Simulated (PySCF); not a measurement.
Q: Write Cartesian coordinates for `OS(c1ccc(Br)cc1)(=O)=O` as optimised with PBE0-D3(BJ)/def2-SVP.

A: 
```xyz
16
C6H5BrO3S angstrom
O      3.0179   -0.0706    1.8863
S      2.5329    0.9084    0.9293
O      2.7091    2.3303    1.1033
O      3.2187    0.5507   -0.4981
C      0.8228    0.5877    0.6129
C      0.0311    1.6017    0.0777
C     -1.3107    1.3477   -0.1839
C     -1.8360    0.0851    0.0989
Br    -3.6506   -0.2597   -0.2571
C     -1.0430   -0.9238    0.6484
C      0.2990   -0.6686    0.9101
H      3.5692   -0.3510   -0.4374
H      0.4671    2.5833   -0.1176
H     -1.9509    2.1267   -0.6003
H     -1.4765   -1.8988    0.8756
H      0.9380   -1.4313    1.3595
```

Orientation and origin are arbitrary. Atoms count from 1 in this order. S2 (sulfonyl sulfur) is distorted tetrahedral (angles from 102.2° to 122.9°). O4 (hydroxyl oxygen) is bent (angle 107.6°). Of the pairs four or more bonds apart, O1···H16 is among the closest relative to their van der Waals radii: 2.54 Å, 93 % of the sum of Bondi's values. The 3 O–S bonds span 1.443 Å (S2=O3, drawn double) to 1.624 Å (S2–O4, drawn single), a spread of 0.181 Å.

Bonds between heavy atoms (Å): O1=S2 1.452, S2=O3 1.443, S2–O4 1.624, S2–C5 1.768, C5–C6 1.393, C6–C7 1.390, C7–C8 1.396, C8–Br9 1.881, C8–C10 1.396, C10–C11 1.391, C5–C11 1.393.

Computed, not measured: PBE0-D3(BJ)/def2-SVP geometry optimisation, gas phase (PySCF 2.14.0).

Not checked by PBE0-D3(BJ)/def2-SVP frequencies. The numbers are those of one conformer (O1–S2–O4–H 16°, O1–S2–C5–C6 160°).
